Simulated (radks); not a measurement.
Values are calculated unless marked as measured or tabulated.
Valence configurations of the bismuth ion Bi+. Code: a radial shooting solver on a logarithmic mesh with Libxc functionals. Model: non-relativistic Kohn-Sham, PBEsol, spin-polarised, spherical densities, point nucleus; open shells are filled with parallel spins first (spin-orbit coupling, left out, can overturn this in heavy ions); relativity is left out, which matters for an element this heavy. Energies are relative to [Hg] 6p2; eigenvalues in eV for spin up.

valence	E (eV)	moment (Bohr magnetons)	e(4f)	e(5d)	e(6p)	e(6s)
[Hg] 6p2	0.000	2	-181.32	-38.877	-12.097	-19.246
[Xe] 4f14 5d10 6s1 6p3	5.113	4	-182.27	-39.906	-12.963	-20.291
[Xe] 4f14 5d9 6s2 6p3	28.050	4	-188.17	-44.261	-13.646	-21.402
[Xe] 4f14 5d8 6s2 6p4	61.219	4	-195.25	-49.677	-14.754	-23.099
[Xe] 4f13 5d10 6s2 6p3	178.69	4	-203.51	-45.961	-13.730	-21.543
[Xe] 4f13 5d10 6s1 6p4	186.62	4	-204.67	-47.084	-14.242	-22.223
[Xe] 4f13 5d9 6s2 6p4	214.07	4	-210.72	-51.496	-14.840	-23.248
[Xe] 4f12 5d10 6s2 6p4	378.83	4	-226.50	-53.312	-14.923	-23.390
[Xe] 4f12 5d9 6s2 6p5	419.61	4	-233.81	-58.853	-15.959	-24.995

NIST lists [Hg] 6p2 as the ground configuration; this level of theory agrees among the configurations tried. The energies are those of spherical high-spin densities, not of single terms. Relativity is left out, which favours d and f over s occupation in heavy atoms.
